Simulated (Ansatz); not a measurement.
Cartesian coordinates (Å):
```xyz
8

C      2.0710    -0.3803     0.0472
C      0.8960    -0.5084    -0.2206
O     -0.3555    -0.6810    -0.5324
C     -1.2602     0.2923     0.0542
H      3.1101    -0.2795     0.2749
H     -2.2598     0.0166    -0.2968
H     -1.2068     0.2379     1.1507
H     -0.9949     1.3023    -0.2886
```
Charge 0, multiplicity 1.

All values below come from frozen-core CCSD(T)/cc-pVTZ // PBE-D3(BJ)/def2-TZVP run with Ansatz (an electronic-structure program).

```json
{
 "HF energy": "-190.76228 Ha",
 "MP2 correlation energy": "-0.71301 Ha"
}
```

Task: Estimate the CCSD correlation energy, the (T) correction, the total energy and the T1 diagnostic.

Result: 
```json
{
 "CCSD correlation energy": "-0.73258 Ha",
 "(T) correction": "-0.03345 Ha",
 "CCSD(T) total energy": "-191.52831 Ha",
 "T1 diagnostic": "0.013"
}
```
